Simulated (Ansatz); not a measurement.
The cluster Mo₇⁺. Total charge 1; doublet. Geometry PBE-D4/def2-SVP; atoms count from 1.

```csv
atom,x (Å),y (Å),z (Å)
Mo1,0.037,0.463,-1.711
Mo2,0.955,-1.423,0.237
Mo3,1.690,1.017,0.081
Mo4,-0.436,1.904,0.277
Mo5,-0.813,-1.670,-1.323
Mo6,0.197,0.056,1.970
Mo7,-1.630,-0.347,0.468
```

In the def2 sets Mo takes a core potential; there is no spin–orbit coupling. The charge 1 doublet is spin-contaminated (final ⟨S²⟩ up to 1.32, 0.75 for a pure state). No other spin state of charge 1 was run. The structure comes from a short search, and lower isomers may exist.

**Question.** Estimate the Mulliken populations from the PBE0/def2-TZVP orbitals of Ansatz.

**Answer.** 
```json
{"atom": "Mo1", "charge (e)": "0.25", "spin (α − β)": "0.73", "d electrons": "4.74"}
{"atom": "Mo2", "charge (e)": "0.18", "spin (α − β)": "-0.67", "d electrons": "4.76"}
{"atom": "Mo3", "charge (e)": "0.18", "spin (α − β)": "0.42", "d electrons": "4.78"}
{"atom": "Mo4", "charge (e)": "0.18", "spin (α − β)": "-0.52", "d electrons": "4.76"}
{"atom": "Mo5", "charge (e)": "-0.14", "spin (α − β)": "0.48", "d electrons": "4.84"}
{"atom": "Mo6", "charge (e)": "0.19", "spin (α − β)": "1.11", "d electrons": "4.75"}
{"atom": "Mo7", "charge (e)": "0.17", "spin (α − β)": "-0.56", "d electrons": "4.78"}
```
Mulliken values and Mayer orders depend strongly on the basis.

**Question.** Where does the spin sit?

**Answer.** Summed by element: Mo 1.00, of 1 unpaired in all. Largest on single atoms: Mo6 1.11, Mo1 0.73, Mo2 -0.67.

**Question.** And the Mayer bond orders between bonded heavy atoms (over 0.3)?

**Answer.** Mo1–Mo2 0.53 (2.86 Å); Mo1–Mo3 1.41 (2.50 Å); Mo1–Mo4 1.41 (2.50 Å); Mo1–Mo5 2.02 (2.33 Å); Mo1–Mo7 0.53 (2.86 Å); Mo2–Mo3 1.35 (2.55 Å); Mo2–Mo5 1.93 (2.37 Å); Mo2–Mo6 1.74 (2.40 Å); Mo2–Mo7 0.53 (2.81 Å); Mo3–Mo4 2.09 (2.31 Å); Mo3–Mo6 1.07 (2.59 Å); Mo4–Mo6 1.08 (2.59 Å); Mo4–Mo7 1.33 (2.56 Å); Mo5–Mo7 1.93 (2.37 Å); Mo6–Mo7 1.76 (2.40 Å).
